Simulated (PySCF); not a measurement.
# Reading the logs of faulty runs: CGeH5NO

These are calculations, not measurements. The program is PySCF 2.14.0, an open-source quantum chemistry code, run on an isolated molecule that a program drew, which may never have been made. The molecule is CGeH5NO (charge 0, singlet), drawn as the SMILES string `[CH2]=[Ge]([NH2])[OH]`.

Each row is a Hartree-Fock (HF) and frozen-core CCSD(T) single point in the cc-pVDZ basis, meant for a local HF minimum. Run 1 is clean. Each other run has one planted mistake out of seven kinds, and not every kind appears here: one electron removed, one electron added, multiplicity raised by two, geometry at a saddle point, minimal basis STO-3G, one bond length entered in bohr, all coordinates scaled. The reference is restricted for singlets and unrestricted otherwise, and also for a bond in bohr. Adding or removing an electron swaps singlet and doublet. Electrons count all cores. HOMO and LUMO are orbital energies over both spins, the gradient is its largest component, and the lowest frequency (negative if imaginary) is given only where the gradient is small. Bond lengths are over the 8 bonds as drawn. T1 is the CCSD diagnostic: over 0.02 (restricted) or 0.045 (unrestricted) a single reference is doubtful. Germanium has the cc-pVDZ-PP basis, with a core potential (ECP10MDF) in place of its 10 inner electrons, and its 3s, 3p and 3d shells are frozen in CCSD(T).

Geometry of the clean run:
```xyz
9
CGeH5NO, angstrom
C    -2.3822    1.7139    0.6738
Ge   -0.6489    1.8930    0.4985
N     0.6947    1.3978    1.5755
O     0.1839    2.6686   -0.8418
H    -3.0575    2.1232   -0.0642
H    -2.7977    1.2266    1.5446
H     0.5196    0.6497    2.2198
H     1.5886    1.2900    1.1321
H    -0.3834    3.0629   -1.4889
```

```
run,electrons,basis functions,<S^2>,HOMO (eV),LUMO (eV),gradient (hartree/bohr),lowest frequency (cm^-1),mean bond (Å),longest bond (Å),T1,HF (hartree),CCSD(T) (hartree),mistake
1,58,90,0.000,-7.90,3.79,4.7e-05,156,1.3020,1.792,0.0134,-463.44322,-464.08242,no fault
2,58,90,0.000,-7.87,3.42,2.7e-02,-,1.3398,1.844,0.0146,-463.43519,-464.08373,all coordinates scaled
3,58,90,0.000,-7.72,3.63,5.5e-05,-370,1.2994,1.787,0.0131,-463.43816,-464.07600,geometry at a saddle point
4,57,90,0.759,-17.02,-5.46,1.2e-01,-,1.3020,1.792,0.0194,-463.20853,-463.81155,?
```

**Which mistake was planted in run 4, and what did it cost?**

It counts 57 electrons, one fewer than the clean run, at the same geometry and basis. So the mistake is: one electron removed. Subtracting run 1 and multiplying by 627.51 kcal/mol a hartree, the energy moved by 147.3 kcal/mol in HF and 170.0 kcal/mol in CCSD(T).

